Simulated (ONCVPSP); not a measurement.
## Before and after: ONCV potential for Mo

```json
{
  "Element": "Mo",
  "Generator": "ONCVPSP 4.0.1",
  "Type": "optimised norm-conserving Vanderbilt (ONCV)",
  "Functional": "revPBE",
  "Relativity": "scalar-relativistic",
  "Frozen core": "[Ar] 3d10",
  "Valence charge": "14",
  "Reference configuration": "4s2 4p6 4d5 5s0.5 5p0.5",
  "Partial waves": "4s+5s: rc 1.95 bohr, ncon 5, nbas 9, qcut 6.2 1/bohr, 2 projectors; 4p+5p: rc 2.25 bohr, ncon 5, nbas 10, qcut 6.9 1/bohr, 2 projectors; 4d: rc 2.55 bohr, ncon 4, nbas 9, qcut 6.8 1/bohr, 1 projector",
  "Local potential": "polynomial inside 1.30 bohr (lpopt 5, dvloc0 0 Ha)",
  "Core correction": "polynomial model core, fcfact 0.4"
}
```

All-electron outer shells of the reference configuration (revPBE, scalar-relativistic, ld1.x):

```tsv
shell	level (eV)	outermost node (bohr)	outermost maximum (bohr)
3p	-379.90	0.17	0.38
3d	-221.59	–	0.32
4s	-65.01	0.51	0.99
4p	-39.16	0.52	1.08
5s	-4.48	1.34	2.93
4d	-4.38	0.53	1.38
5p	-1.36	1.54	4.05
```

Change: p: qcut 8.9.

Cutoffs: the cutoffs (Ha) at which the residual kinetic energy of the hardest occupied pseudo-wave falls to 1 and 0.1 mHa per electron; they do not see the model core or the augmentation charge, which bear on the density cutoff. Errors are all-electron minus pseudo energies relative to the spin-unpolarised reference configuration.

**Question.** Predict the effect on cutoff, ghosts and configuration errors.

**Answer.** The potential gets harder (15 Ha and 18 Ha → 15 Ha and 23 Ha); the errors of the 4 common tests hardly move; neither file shows a bound ghost. The waves are optimised to have the least kinetic energy above qcut, so the cutoff follows it (qcut²/2 in Ha).

| quantity | base | changed |
| --- | --- | --- |
| cutoff, loose | 15 Ha | 15 Ha |
| cutoff, tight | 18 Ha | 23 Ha |
| loose cutoff by channel | s 15 Ha, p 13 Ha, d 14 Ha | s 15 Ha, p 12 Ha, d 14 Ha |
| bound ghosts | none | none |
| GHOST(+) flags under 300 eV | s at 161.1 eV | s at 161.1 eV |
| error for 4s2 4p6 4d5 5s1 5p0, meV [ΔE -1.53 eV] | +0.2 | +0.2 |
| error for 4s2 4p6 4d5 5s0 5p0, meV [ΔE 5.25 eV] | -1.0 | -1.0 |
| error for 4s2 4p6 4d4 5s0 5p0, meV [ΔE 20.62 eV] | -3.1 | -3.2 |
| error for 4s2 4p6 4d6 5s0 5p0, meV [ΔE -0.80 eV] | -1.8 | -1.7 |
| s: phases at 1.98 bohr within 0.05 rad from the reference energy up to (Ha; the scan ends near 5) | 4.8 | 4.8 |
| p: phases at 2.28 bohr within 0.05 rad from the reference energy up to (Ha; the scan ends near 5) | 4.8 | to the end of the scan |
| d: phases at 2.58 bohr within 0.05 rad from the reference energy up to (Ha; the scan ends near 5) | 0.9 | 0.9 |
| rms error of d²Exc/dni dnj with the model core, mHa | 1.22 | 1.24 |
